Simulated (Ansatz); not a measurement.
C2H3ClSi can be A, `Cl[SiH]1C=C1`, or B, `ClC1=C[SiH2]1`.

Calculated with Ansatz (gas phase, PBE0-D4/def2-TZVP geometries, no zero-point term in ΔE). CCSD(T)/CBS adds triple-zeta CCSD(T) − MP2 to the extrapolated MP2 energy (def2 sets, frozen cores). Functionals use def2-TZVPP. B3LYP here is the variant with VWN-RPA as its local correlation; programs differ in this.

Task: Which is lower in electronic energy at CCSD(T)/CBS, and by how much? (Estimate.)

Result: The calculation gave: A, by 36.8 kcal/mol.

Task: Give E(B) − E(A) in kcal/mol with CCSD(T)/def2-TZVPP, MP2/def2-TZVPP, B3LYP, CCSD(T)/def2-SVP, ωB97M-V, BLYP-D4, PBE0-D4. (An estimate is asked.)

Result: Computed: CCSD(T)/def2-TZVPP 35.9, MP2/def2-TZVPP 36.4, B3LYP 34.8, CCSD(T)/def2-SVP 34.3, ωB97M-V 36.9, BLYP-D4 32.9, PBE0-D4 35.0. None reverses the order clearly.

Task: Does the order hold for the free energy at 298.15 K (harmonic terms from PBE0-D4)? (Estimate.)

Result: Ansatz gave: Yes: G(B) − G(A) = +35.2 kcal/mol.

Largest T1 diagnostic: 0.013.

From r2SCAN to r2SCAN0 (25 % exact exchange), in def2-TZVPP and without D4, E(B) − E(A) moves by +1.3 kcal/mol. In def2-TZVPP, CCSD(T) changes the Hartree–Fock value by −3.4 kcal/mol (the triples alone add −0.8 kcal/mol) and MP2 by −3.0 kcal/mol.
